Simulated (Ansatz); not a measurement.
Cost and result for the atomization energy of CH₄CdOS, SMILES `C[S][Cd][OH]` (8 atoms, 7 bonds).

```xyz
8

C     0.272    1.239    1.212
S     0.673    1.267   -0.564
Cd    0.052   -0.850   -1.273
O    -0.357   -2.681   -1.878
H     0.550    2.220    1.599
H    -0.792    1.090    1.388
H     0.846    0.484    1.748
H    -1.244   -2.771   -2.232
```

Total charge 0; spin multiplicity 1. Correlated methods include outer-core shells of Cd, which these sets cover unevenly. Cd takes the def2 core potential. The structure was optimised at the PBE0-D4/def2-TZVP level. It is one conformer, not always the lowest. Program: Ansatz. All runs use 4 threads of an Arm Neoverse V2 on a shared host. Times are those of one run each, without the atoms' runs, and a repeat can differ threefold. Electronic energies, without spin–orbit coupling; frozen cores. CCSD(T)/CBS adds CCSD(T) − MP2 in def2-TZVPP to the MP2 limit, and its time is that of the two runs behind it. T1 = 0.015. With those shells the extrapolation isn't a true limit. B3LYP takes the VWN-RPA correlation (the form of Gaussian; ORCA's B3LYP/G).

CCSD(T)/CBS is a level of theory with its own doubt, some kJ/mol a heavy atom from the limit and from the frozen cores, so smaller differences don't rank the functionals.

```tsv
level	functions	wall time
LDA (SPW92)/def2-TZVPP	216	0.95 s
BLYP-D4/def2-TZVPP	216	1.6 s
CAM-B3LYP-D4/def2-TZVPP	216	2.1 s
BHLYP-D4/def2-TZVPP	216	2.1 s
B3LYP-D4/def2-TZVPP (with forces)	216	3.1 s
r2SCAN-D4/def2-TZVPP (with forces)	216	3.9 s
r2SCANh-D4/def2-TZVPP	216	4 s
ωB97X-V/def2-TZVPP	216	6 s
CCSD(T)/def2-SVP	97	6.5 s
ωB97M-V/def2-TZVPP (with forces)	216	8.5 s
MP2/def2-QZVPP	392	11 s
CCSD(T)/def2-TZVPP	216	2.8 min
CCSD(T)/CBS(def2)	–	2.9 min
```

Q: What atomization energy does each give, and how far from CCSD(T)/CBS? (Best estimate.)

A: Ansatz gave: 
| level | atomization (kcal/mol) | difference from CCSD(T)/CBS | per bond |
| --- | --- | --- | --- |
| LDA (SPW92)/def2-TZVPP | 686.6 | 94.6 | 13.5 |
| BLYP-D4/def2-TZVPP | 584.7 | -7.3 | -1.0 |
| CAM-B3LYP-D4/def2-TZVPP | 589.0 | -3.0 | -0.4 |
| BHLYP-D4/def2-TZVPP | 563.7 | -28.3 | -4.0 |
| B3LYP-D4/def2-TZVPP (with forces) | 584.0 | -8.0 | -1.1 |
| r2SCAN-D4/def2-TZVPP (with forces) | 594.5 | 2.5 | 0.4 |
| r2SCANh-D4/def2-TZVPP | 589.1 | -2.9 | -0.4 |
| ωB97X-V/def2-TZVPP | 594.8 | 2.8 | 0.4 |
| CCSD(T)/def2-SVP | 547.1 | -44.9 | -6.4 |
| ωB97M-V/def2-TZVPP (with forces) | 594.4 | 2.4 | 0.3 |
| MP2/def2-QZVPP | 595.4 | 3.4 | 0.5 |
| CCSD(T)/def2-TZVPP | 570.8 | -21.2 | -3.0 |
| CCSD(T)/CBS(def2) | 592.0 | 0.0 | 0.0 |

From BLYP to BHLYP (50 % exact exchange), in def2-TZVPP and without D4, the atomization energy moves by −18.0 kcal/mol: exact exchange takes away binding that semilocal exchange gives to molecules. In def2-TZVPP, CCSD(T) changes the Hartree–Fock value by +165.7 kcal/mol (the triples alone add +10.9 kcal/mol) and MP2 by +177.2 kcal/mol; breaking electron pairs costs correlation energy, which Hartree–Fock lacks. Leaving LDA and LC-ωPBE aside and taking each functional with its dispersion term where it has one, the values, not all of them listed here, spread over 38.9 kcal/mol, from BHLYP-D4 to PBE-D4. LDA lies +87.7 kcal/mol from PBE without D4, its usual overbinding.
